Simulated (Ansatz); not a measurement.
Ansatz (a program for electronic structure) input (B3LYP/LANL2DZ): The .json file is the Basis Set Exchange's LANL2DZ.

Ansatz 0.2 input:
```yaml
crystal:
  periodic: [false, false, false]
  atoms:
    - {symbol: N, position_ang: [-1.42088800, -0.94440500, -0.16861700]}
    - {symbol: Si, position_ang: [0.05667000, -0.03832600, 0.14132300]}
    - {symbol: O, position_ang: [0.49483400, 0.00101200, 1.63280200]}
    - {symbol: O, position_ang: [-0.12245000, 1.54734700, -0.49324300]}
    - {symbol: O, position_ang: [1.05665600, -0.71173800, -1.04751100]}
    - {symbol: H, position_ang: [-1.85006400, -0.78365300, -1.07086800]}
    - {symbol: H, position_ang: [-2.11473100, -0.81865900, 0.55545700]}
    - {symbol: H, position_ang: [-0.04869800, 2.13100800, 0.26791100]}
    - {symbol: H, position_ang: [1.73401600, -0.07427100, -1.28708800]}
basis:
  gaussian:
    orbitals: LANL2DZ.json
hamiltonian:
  xc: {name: B3LYP}
total_charge: -1
relax: {f_tol: 0.003, max_steps: 120}
```

From the output:

```
mean field -7805.91256346 eV, -286.8619956694 hartree, gradient 1.9e-5 eV, S^2 0.000000; 0 other end points of the search recorded, 0 dependent functions left out
the calculation of the forces begins
reference -7805.91277603 eV, -286.8620034812 hartree; 20, 20 occupied and 32, 32 virtual orbitals, 829 factors
relax step   9: F+E_penalty+E_count = -7805.91256346 eV  Δ(F+E_penalty+E_count) = -3.964e-4 eV  max|allowed force component| = 2.864e-2 eV/Å  Δτ_max = 0.0141 Å  (33 SCF iters, accepted)
these checks for a lower state are left out or cut short: starts, cluster_reference, orbital_swaps, neighbouring_geometries, increment
integrals: 0.02 GiB planned
829 factors; integrals over basis functions are off by at most 5.8e-5 eV
mean field: 0.18 GiB planned
mean field -7805.91259375 eV, -286.8619967825 hartree, gradient 1.9e-5 eV, S^2 0.000000; 0 other end points of the search recorded, 0 dependent functions left out
the calculation of the forces begins
reference -7805.91280630 eV, -286.8620045938 hartree; 20, 20 occupied and 32, 32 virtual orbitals, 829 factors
relax step  10: F+E_penalty+E_count = -7805.91259375 eV  Δ(F+E_penalty+E_count) = -3.029e-5 eV  max|allowed force component| = 6.067e-2 eV/Å  Δτ_max = 0.0223 Å  (32 SCF iters, accepted)
these checks for a lower state are left out or cut short: starts, cluster_reference, orbital_swaps, neighbouring_geometries, increment
integrals: 0.02 GiB planned
829 factors; integrals over basis functions are off by at most 5.8e-5 eV
mean field: 0.18 GiB planned
mean field -7805.91278733 eV, -286.8620038966 hartree, gradient 1.9e-5 eV, S^2 0.000000; 0 other end points of the search recorded, 0 dependent functions left out
the calculation of the forces begins
reference -7805.91299992 eV, -286.8620117091 hartree; 20, 20 occupied and 32, 32 virtual orbitals, 829 factors
relax step  11: F+E_penalty+E_count = -7805.91278733 eV  Δ(F+E_penalty+E_count) = -1.936e-4 eV  max|allowed force component| = 1.876e-2 eV/Å  Δτ_max = 0.0051 Å  (25 SCF iters, accepted)
these checks for a lower state are left out or cut short: starts, cluster_reference, orbital_swaps, neighbouring_geometries, increment
integrals: 0.02 GiB planned
829 factors; integrals over basis functions are off by at most 5.8e-5 eV
mean field: 0.18 GiB planned
mean field -7805.91282958 eV, -286.8620054494 hartree, gradient 2.3e-5 eV, S^2 0.000000; 0 other end points of the search recorded, 0 dependent functions left out
the calculation of the forces begins
reference -7805.91304219 eV, -286.8620132625 hartree; 20, 20 occupied and 32, 32 virtual orbitals, 829 factors
relax step  12: F+E_penalty+E_count = -7805.91282958 eV  Δ(F+E_penalty+E_count) = -4.225e-5 eV  max|allowed force component| = 7.003e-3 eV/Å  Δτ_max = 0.0064 Å  (24 SCF iters, accepted)
these checks for a lower state are left out or cut short: starts, cluster_reference, orbital_swaps, neighbouring_geometries, increment
integrals: 0.02 GiB planned
829 factors; integrals over basis functions are off by at most 5.8e-5 eV
mean field: 0.18 GiB planned
mean field evaluation 96: about -7805.9129 eV, gradient 2.2e-5 eV
mean field -7805.91285526 eV, -286.8620063932 hartree, gradient 2.2e-5 eV, S^2 0.000000; 0 other end points of the search recorded, 0 dependent functions left out
the calculation of the forces begins
reference -7805.91306788 eV, -286.8620142066 hartree; 20, 20 occupied and 32, 32 virtual orbitals, 829 factors
relax step  13: F+E_penalty+E_count = -7805.91285526 eV  Δ(F+E_penalty+E_count) = -2.568e-5 eV  max|allowed force component| = 8.855e-3 eV/Å  Δτ_max = 0.0096 Å  (25 SCF iters, accepted)
these checks for a lower state are left out or cut short: starts, cluster_reference, orbital_swaps, neighbouring_geometries, increment
integrals: 0.02 GiB planned
829 factors; integrals over basis functions are off by at most 5.8e-5 eV
mean field: 0.18 GiB planned
mean field -7805.90745559 eV, -286.8618079587 hartree, gradient 1.9e-5 eV, S^2 0.000000; 0 other end points of the search recorded, 0 dependent functions left out
the calculation of the forces begins
reference -7805.90766790 eV, -286.8618157613 hartree; 20, 20 occupied and 32, 32 virtual orbitals, 829 factors
relax step  14: F+E_penalty+E_count = -7805.90745559 eV  Δ(F+E_penalty+E_count) = +5.400e-3 eV  max|allowed force component| = 3.575e-1 eV/Å  Δτ_max = 0.0171 Å  (32 SCF iters, rejected (line search))
these checks for a lower state are left out or cut short: starts, cluster_reference, orbital_swaps, neighbouring_geometries, increment
integrals: 0.02 GiB planned
829 factors; integrals over basis functions are off by at most 5.8e-5 eV
mean field: 0.18 GiB planned
mean field -7805.91286593 eV, -286.8620067850 hartree, gradient 1.0e-5 eV, S^2 0.000000; 0 other end points of the search recorded, 0 dependent functions left out
the calculation of the forces begins
reference -7805.91307854 eV, -286.8620145984 hartree; 20, 20 occupied and 32, 32 virtual orbitals, 829 factors
relax step  15: F+E_penalty+E_count = -7805.91286593 eV  Δ(F+E_penalty+E_count) = -1.066e-5 eV  max|allowed force component| = 2.865e-3 eV/Å  Δτ_max = 0.0062 Å  (25 SCF iters, accepted)
integrals: 0.02 GiB planned
829 factors; integrals over basis functions are off by at most 5.8e-5 eV
mean field: 0.18 GiB planned
mean field -7805.91286593 eV, -286.8620067850 hartree, gradient 1.0e-5 eV, S^2 0.000000; 1 other end points of the search recorded, 0 dependent functions left out
the calculation of the forces begins
reference -7805.91307854 eV, -286.8620145984 hartree; 20, 20 occupied and 32, 32 virtual orbitals, 829 factors
Total energy: -7805.91307854 eV, -286.8620145984 hartree
Atom 0 at    -1.519908    -0.744013    -0.173525 Å, force    -0.002865    -0.000191     0.000512 eV/Å
Atom 1 at     0.023595    -0.001219     0.192906 Å, force    -0.002713     0.000035     0.002163 eV/Å
Atom 2 at     0.445120    -0.049900     1.753339 Å, force     0.000488     0.000622    -0.000864 eV/Å
Atom 3 at     0.053038     1.642567    -0.444998 Å, force    -0.000322    -0.002016    -0.000853 eV/Å
Atom 4 at     0.998166    -0.697044    -1.070011 Å, force     0.001478     0.001802    -0.000672 eV/Å
Atom 5 at    -1.805050    -0.988583    -1.112622 Å, force     0.001058     0.000270     0.000470 eV/Å
Atom 6 at    -2.129886    -1.066942     0.564254 Å, force     0.001157     0.000888    -0.000611 eV/Å
Atom 7 at     0.005257     2.345145     0.228414 Å, force     0.000419    -0.000947     0.000727 eV/Å
Atom 8 at     1.715013    -0.131696    -1.407592 Å, force     0.001300    -0.000462    -0.000873 eV/Å
Dipole moment:    -0.371734     0.225400    -0.592935 e Å
```

The dipole moment of an ion depends on the origin.

The geometry given is a B3LYP-D3(BJ)/def2-TZVP minimum.
